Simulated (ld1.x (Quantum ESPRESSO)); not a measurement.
**u(r) = r·R(r): atom against pseudo-atom (Os (Z = 76))**

Columns: radius, all-electron u(r) and pseudo u(r) of the 6s shell (level -13.14 eV) of osmium in the configuration [Kr] 4d10 4f14 5s2 5p6 5d6 6s1 6p0; PBE, scalar-relativistic, TM semilocal scheme, ld1.x (Quantum ESPRESSO) 7.5.

```
r (bohr)  all-electron   pseudo
   0.098        0.0581  -0.0286
   0.195        0.0627  -0.0561
   0.292       -0.1799  -0.0820
   0.390       -0.1819  -0.1059
   0.488       -0.0142  -0.1270
   0.585        0.1679  -0.1449
   0.682        0.2904  -0.1603
   0.780        0.3367  -0.1741
   0.878        0.3158  -0.1873
   0.975        0.2475  -0.2015
   1.072        0.1503  -0.2186
   1.170        0.0379  -0.2408
   1.268       -0.0777  -0.2699
   1.365       -0.1877  -0.3070
   1.463       -0.2899  -0.3534
   1.560       -0.3797  -0.4073
   1.658       -0.4578  -0.4664
   1.755       -0.5225  -0.5241
   1.852       -0.5753  -0.5754
   1.950       -0.6172  -0.6172
   2.047       -0.6483  -0.6483
   2.145       -0.6705  -0.6705
   2.242       -0.6843  -0.6843
   2.340       -0.6910  -0.6910
   2.438       -0.6915  -0.6915
   2.535       -0.6867  -0.6867
```

How many radial nodes do the two functions have?

The all-electron 6s function has n − l − 1 = 5 (the table is too coarse to show those close to the nucleus); the pseudo-wave has 0, since the states of the same l below it are removed with the core.

At about which radius was the pseudo-wave matched?

1.95 bohr. The columns agree to 0.0005 from 1.85 bohr on; several derivatives are matched, so the curves merge somewhat inside the radius.

Is the pseudo-wave norm-conserving?

Yes: the TM semilocal scheme keeps the norm inside the radius equal to the all-electron one, which fixes the energy derivative of the logarithmic derivative at the level.
